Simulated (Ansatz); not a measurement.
C4H10BrClSi (SMILES CC[Si](Cl)(Br)CC), singlet, at a GFN2-xTB geometry; SC-NEVPT2/STO-3G, CASSCF(4,5) run with Ansatz (a program for electronic structure).

Input for Ansatz:
Ansatz 0.2 input:
```yaml
crystal:
  periodic: [false, false, false]
  atoms:
    - {symbol: C, position_ang: [2.57447970, -1.19295335, -0.09984815]}
    - {symbol: C, position_ang: [1.16534702, -1.58252026, -0.54194996]}
    - {symbol: Si, position_ang: [-0.04577318, -0.11282506, -0.56528833]}
    - {symbol: Cl, position_ang: [0.67660102, 1.39130476, -1.72596622]}
    - {symbol: Br, position_ang: [-0.18020864, 0.62174928, 1.53960079]}
    - {symbol: C, position_ang: [-1.81620170, -0.55620281, -1.10117585]}
    - {symbol: C, position_ang: [-2.46040068, -1.64595528, -0.24832501]}
    - {symbol: H, position_ang: [2.99327630, -0.44062867, -0.76472805]}
    - {symbol: H, position_ang: [3.23014543, -2.06101255, -0.11135204]}
    - {symbol: H, position_ang: [2.56539550, -0.78887862, 0.91050699]}
    - {symbol: H, position_ang: [0.78789563, -2.35760028, 0.12780025]}
    - {symbol: H, position_ang: [1.21316879, -2.02727700, -1.53765910]}
    - {symbol: H, position_ang: [-2.43731243, 0.34126820, -1.05718189]}
    - {symbol: H, position_ang: [-1.80945683, -0.87381632, -2.14515400]}
    - {symbol: H, position_ang: [-1.90252561, -2.57675185, -0.32264801]}
    - {symbol: H, position_ang: [-2.49488053, -1.34952916, 0.79788643]}
    - {symbol: H, position_ang: [-3.47914298, -1.83383827, -0.58024217]}
basis:
  gaussian:
    orbitals: STO-3G
magnetization: {spin_polarized: false}
correlation: {method: sc_nevpt2, electrons: all, active_space: {window: {electrons: 4, orbitals: 5}}}
```

Output, abridged:

```
Functional definition: HF
805 factors; integrals over basis functions are off by at most 4.3e-5 eV
mean field evaluation 1: about -93616.8271 eV, gradient 2.3e1 eV
mean field evaluation 2: about -93617.0919 eV, gradient 2.3e1 eV
mean field evaluation 4: about -93619.6940 eV, gradient 1.3e0 eV
mean field evaluation 8: about -93619.7033 eV, gradient 1.0e-5 eV
mean field -93619.70326515 eV, -3440.4606372804 hartree, gradient 1.3e-6 eV, S^2 0.000000; 0 other end points of the search recorded, 0 dependent functions left out
reference -93619.70326515 eV, -3440.4606372804 hartree; 50, 50 occupied and 16, 16 virtual orbitals, 805 factors
state -93620.60097777 eV, -3440.4936276104 hartree
state -93620.60097777 eV, -3440.4936276104 hartree; corrected -93626.90309606 eV, -3440.7252261860 hartree
state -93620.47387104 eV, -3440.4889565243 hartree
state -93620.47387104 eV, -3440.4889565243 hartree; corrected -93626.84978393 eV, -3440.7232670013 hartree
state -93620.60097777 eV, -3440.4936276104 hartree; corrected -93626.90309606 eV, -3440.7252261860 hartree
state -93620.37011614 eV, -3440.4851436022 hartree
state -93620.37011614 eV, -3440.4851436022 hartree; corrected -93626.82114127 eV, -3440.7222144030 hartree
state -93620.60097777 eV, -3440.4936276104 hartree; corrected -93626.90309606 eV, -3440.7252261860 hartree
2 active orbitals were swapped for others, from the solution at -93620.47385367 eV, -3440.4889558859 hartree to that at -93620.60097146 eV, -3440.4936273788 hartree; typed "places" are swapped only where nearly empty or full, and so, without "given_window_search", are "orbital_numbers", "shells" and a window whose orbitals a file names under [Active]
1 active orbitals were swapped for others, from the solution at -93620.59613282 eV, -3440.4934495620 hartree to that at -93620.60097146 eV, -3440.4936273788 hartree; typed "places" are swapped only where nearly empty or full, and so, without "given_window_search", are "orbital_numbers", "shells" and a window whose orbitals a file names under [Active]
Total energy: -93626.90309606 eV, -3440.7252261860 hartree
```
